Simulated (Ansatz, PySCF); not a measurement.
Gas-phase reaction (SMILES): C#C (C2H2) -> [C-]#C + H+; deprotonation at the site shown.

Each molecule is optimised on its own at B3LYP-D3(BJ)/def2-TZVP (Ansatz, a quantum-chemistry and plane-wave program). Valence correlation only, unless marked. No spin-orbit coupling. No relativistic terms. CBS marks a two-point X^-3 extrapolation of the correlation energy; Hartree-Fock from the larger set. Anions need diffuse functions, of which def2-TZVPD holds fewer than the aug- sets. Thermal terms are rigid-rotor harmonic-oscillator values from B3LYP-D3(BJ) frequencies (PySCF) at 298.15 K and 1 atm. 1 Eh = 627.5095 kcal/mol. The proton has no electrons: its energy is zero and its thermal terms are those of translation.

```csv
species,"E, CCSD(T)/CBS(aug-cc-pVTZ,aug-cc-pVQZ) (Ansatz) (Eh)","E, PBE0-D4/def2-TZVPD (Ansatz + dftd4) (Eh)",H - E (Eh),G - E (Eh)
C#C (C2H2),-77.22140,-77.25734,0.03061,0.00785
[C-]#C,-76.60908,-76.64238,0.01810,-0.00504
H+,0.00000,0.00000,0.00236,-0.01000
```

Problem. Work out ΔE and ΔH, ΔG, ΔS and the equilibrium constant at 298.15 K at the first level, then ΔH at the second.

Solution. 
1. ΔE = [(-76.60908) + (0.00000)] - [(-77.22140)] = 0.61232 Eh = 384.2 kcal/mol at CCSD(T)/CBS(aug-cc-pVTZ,aug-cc-pVQZ).
2. The terms H - E add up to -0.01015 Eh, so ΔH = (0.61232 + (-0.01015))×627.5095 = 377.9 kcal/mol.
3. The terms G - E add up to -0.02289 Eh, so ΔG = 369.9 kcal/mol, and ΔS = (-0.01015 - (-0.02289))×627509.5/298.15 = 26.8 cal/(mol K).
4. log10 K = -ΔG/(RT ln 10) = -271.1, with RT ln 10 = 1.3642 kcal/mol.
5. At PBE0-D4/def2-TZVPD the same steps give ΔE = 385.9 and ΔH = 379.5 kcal/mol, a shift of +1.6 from the first level.
6. These values are not checked against measurement here, since the tables used lack a sound gas-phase enthalpy of formation for at least one species, or one in the same ion convention.
